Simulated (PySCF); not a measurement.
CH4BrGaO. Atoms are numbered in the order given.

```xyz
8

Ga     0.0591    -0.7688     0.0000
Br    -0.1078     1.5474     0.0000
C     -1.4883    -1.9632     0.0000
H     -2.1042    -1.7731     0.8916
H     -1.1517    -3.0095     0.0000
H     -2.1042    -1.7731    -0.8916
O      1.7267    -1.4072     0.0000
H      2.4180    -0.7319     0.0000
```

Coordinates come from a B3LYP-D3(BJ)/def2-SVP optimisation. The structure was generated by enumeration; whether it is a known compound was not checked. Other conformers were not sampled.

Computed with HF/def2-TZVP in PySCF.

Symmetry labels are those of the subgroup Cs that the program uses (full group Cs).

Question: List the valence orbital energies around the gap with their symmetry. (An estimate is asked for; the answer gives what the named calculation found.)

Answer: 
| orbital | symmetry | energy (eV) |
|---|---|---|
| HOMO−7 | A' | -15.57 |
| HOMO−6 | A" | -15.48 |
| HOMO−5 | A' | -15.23 |
| HOMO−4 | A" | -13.48 |
| HOMO−3 | A' | -13.24 |
| HOMO−2 | A' | -11.89 |
| HOMO−1 | A" | -11.44 |
| HOMO | A' | -11.19 |
| LUMO | A" | 2.12 |
| LUMO+1 | A' | 2.46 |
| LUMO+2 | A' | 3.78 |
| LUMO+3 | A' | 4.43 |
